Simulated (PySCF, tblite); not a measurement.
Isomers of C7H12OSi, one GFN2-xTB conformer each. Single-point energies are computed at PBE0/pcSseg-1 (PySCF, gas phase, no added dispersion term), electronic only.

Task: Rank them by PBE0/pcSseg-1 energy, lowest first (kJ/mol).
A. `[CH3:1][O:2][C:3]1=[CH:4][CH:5]=[CH:6][CH2:7][CH2:8][SiH2:9]1` with C1–O2–C3–C4 -2°, C3–C4–C5–C6 -39°, C5–C6–C7–C8 81°, C6–C7–C8–Si9 -69°, C7–C8–Si9–C3 3°
B. `[CH3:1][CH2:2][CH2:3][c:4]1[cH:5][o:6][c:7]([SiH3:8])[cH:9]1` with C1–C2–C3–C4 64°, C2–C3–C4–C5 76°
C. `[OH:1][CH2:2][C:3]1=[CH:4][SiH2:5][C@H:6]2[CH2:7][C@@H:8]1[CH2:9]2` with H–O1–C2–C3 57°, O1–C2–C3–C4 -132°
D. `[CH2:1]=[C:2]1[CH2:3][C@@H:4]1[C@H:5]1[CH2:6][CH2:7][O:8][SiH2:9]1` with C3–C4–C5–C6 -152°, C1–C2–C3–C4 -179°, C2–C3–C4–C5 109°, C4–C5–C6–C7 161°, C5–C6–C7–O8 -39°
E. `[CH2:1]=[CH:2][CH2:3][Si@@H:4]1[CH2:5][CH2:6][C@H:7]1[CH:8]=[O:9]` with C1–C2–C3–Si4 -106°, C2–C3–Si4–C5 -80°, C6–C7–C8–O9 16°, C3–Si4–C5–C6 -121°, Si4–C5–C6–C7 12°, C5–C6–C7–C8 -125°, C3–Si4–C7–C6 126°
F. `[CH2:1]=[CH:2][CH2:3][Si@@H:4]1[CH2:5][CH2:6][C@@H:7]1[CH:8]=[O:9]` with C1–C2–C3–Si4 -107°, C2–C3–Si4–C5 -75°, C6–C7–C8–O9 -17°

Result: B (0.0), F (43.4), E (46.7), D (54.1), A (64.7), C (64.8).

As drawn, the lowest has an aromatic ring, which the highest lacks; the highest has a four-membered ring, an O–H bond and a C=C bond outside aromatic rings, which the lowest lacks. Neighbours about 10 kJ/mol apart or less (C=CC[Si@@H]1CC[C@@H]1C=O and C=CC[Si@@H]1CC[C@H]1C=O; C=CC[Si@@H]1CC[C@H]1C=O and C=C1C[C@@H]1[C@H]1CCO[SiH2]1; COC1=CC=CCC[SiH2]1 and OCC1=C[SiH2][C@H]2C[C@@H]1C2) can change places with a better method, another conformer or zero-point energy. C=CC[Si@@H]1CC[C@@H]1C=O and C=CC[Si@@H]1CC[C@H]1C=O are stereoisomers, 3.3 kJ/mol apart in the conformers taken. GFN2-xTB itself gives, in the same order: 0.0, 207.3, 206.4, 24.7, 137.5, 119.0. Both levels put the same isomer lowest; measured from each level's own lowest isomer, the values differ by up to 163.9 kJ/mol (C=CC[Si@@H]1CC[C@@H]1C=O: 207.3 against 43.4).

Task: Which frontier levels, dipoles and rotational constants go with these structures?

Result: 
```csv
SMILES,"HOMO (eV, PBE0/pcSseg-1)",LUMO (eV),dipole (D),"A, B, C (MHz)"
CCCc1coc([SiH3])c1,-6.50,-0.16,1.23,"3125, 681.1, 620.9"
C=CC[Si@@H]1CC[C@@H]1C=O,-7.11,-0.48,2.78,"2300, 840.2, 708.2"
C=CC[Si@@H]1CC[C@H]1C=O,-7.02,-0.48,3.59,"2825, 704.0, 626.1"
C=C1C[C@@H]1[C@H]1CCO[SiH2]1,-7.53,0.02,1.76,"2472, 972.6, 919.3"
COC1=CC=CCC[SiH2]1,-6.08,-0.45,1.07,"2172, 1080, 801.7"
OCC1=C[SiH2][C@H]2C[C@@H]1C2,-7.25,-0.38,0.75,"2497, 1073, 886.6"
```

Task: What happens when harmonic zero-point energies from GFN2-xTB frequencies are added?

Result: 
```csv
SMILES,ZPE (kJ/mol),electronic (kJ/mol),with ZPE (kJ/mol)
CCCc1coc([SiH3])c1,436.2,0.0,0.0
C=CC[Si@@H]1CC[C@@H]1C=O,440.5,43.4,47.8
C=CC[Si@@H]1CC[C@H]1C=O,441.0,46.7,51.6
C=C1C[C@@H]1[C@H]1CCO[SiH2]1,443.4,54.1,61.4
COC1=CC=CCC[SiH2]1,439.7,64.7,68.2
OCC1=C[SiH2][C@H]2C[C@@H]1C2,445.9,64.8,74.5
```

The zero-point energies span 9.7 kJ/mol. The order is unchanged.
